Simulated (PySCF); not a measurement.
Compound: C₄H₁₂N₂P₂.
SMILES with atom numbers: `[CH3:1][N:2]1[CH2:3][CH2:4][N:5]([CH3:6])[P:7]1[PH2:8]`

Structure used (PBE0-D3(BJ)/def2-SVP), in Å, numbered top down from 1:
```
atom  x, y, z in Å
C1    -2.180   -0.060    0.889
N2    -0.776   -0.206    0.610
C3    -0.410   -0.553   -0.749
C4     1.106   -0.659   -0.723
N5     1.561    0.389    0.170
C6     2.928    0.325    0.611
P7     0.325    0.971    1.217
P8    -0.243    2.815   -0.029
H9    -2.666    0.742    0.295
H10   -2.329    0.166    1.956
H11   -2.708   -1.003    0.671
H12   -0.883   -1.504   -1.045
H13   -0.732    0.227   -1.472
H14    1.537   -0.545   -1.734
H15    1.411   -1.654   -0.339
H16    3.170   -0.624    1.135
H17    3.147    1.155    1.298
H18    3.616    0.419   -0.246
H19    1.012    3.419    0.291
H20   -0.920    3.492    1.037
```

Probes without a nucleus sit at each ring's centroid and 1 Å off its mean plane on both sides; NICS is minus the shielding there, NICSzz its component along the normal. Level: GIAO PBE0/pcSseg-1 (PySCF, non-relativistic, gas phase) on the PBE0-D3(BJ)/def2-SVP geometry, one conformer.

Ring bond lengths (Å), with Mayer bond orders in brackets: N2–C3 1.450 (0.92), C3–C4 1.520 (1.05), C4–N5 1.450 (0.91), N5–P7 1.721 (0.91), P7–N2 1.723 (0.92).

**Question.** What do the NICS probes read (ppm)?

**Answer.** 
```csv
ring,type,NICS(0),"NICS(1), two faces","NICS(1)zz, two faces",rms pucker (Å),"centre to ring atoms, mean (Å)"
N2–C3–C4–N5–P7,5-membered ring with 2 N and P; formal bonds all single,-8.4,-4.2 / -2.8,-4.5 / -4.3,0.17,1.31
```

**Question.** What can be read from them?

**Answer.** 
- N2–C3–C4–N5–P7: mean NICS(1)zz -4.4 ppm, shielded. C3, C4 have four or more neighbours, and the NICS criterion for π rings isn't applied. A hydrogen on C3, outside the ring, lies only 1.42 Å from a NICS(1) probe, which then mostly feels that atom.

**Question.** At the first NICS(1) probe listed for ring N2–C3–C4–N5–P7, 1 Å off the ring, what do the in-plane components average?

**Answer.** The isotropic value is a third of the trace: (3 × -4.2 − (-4.5))/2 = -4.1 ppm.

**Question.** How shielded are the nuclei of the rings and their hydrogens (means over atoms taken as equivalent)?

**Answer.** 
| atoms | environment | σ isotropic (ppm) | principal values of the symmetric part, first atom (ppm) |
| --- | --- | --- | --- |
| N2 (×2) | nitrogen bonded to 2 C and P | 220.9 | 152.1, 219.2, 274.5 |
| C3 (×2) | sp3 carbon bound to nitrogen | 127.9 | 93.4, 123.1, 165.9 |
| P7 | three-coordinate phosphorus | 166.3 | 37.3, 190.2, 271.3 |
| H12 (×4) | methylene hydrogen | 28.36 | 24.2, 26.4, 34.8 |

**Question.** How do the values depend on the level or the medium?

**Answer.** 
```tsv
level	NICS(0), N2–C3–C4–N5–P7	mean NICS(1)zz, N2–C3–C4–N5–P7
PBE0/pcSseg-1, gas	-8.4	-4.4
PBE0/pcSseg-1, IEF-PCM tetrahydrofuran	-8.4	-4.5
PBE0/pcSseg-1, IEF-PCM water	-8.4	-4.5
```

The geometry is the same throughout; the continuum's cavity takes Bondi-type radii × 1.2.
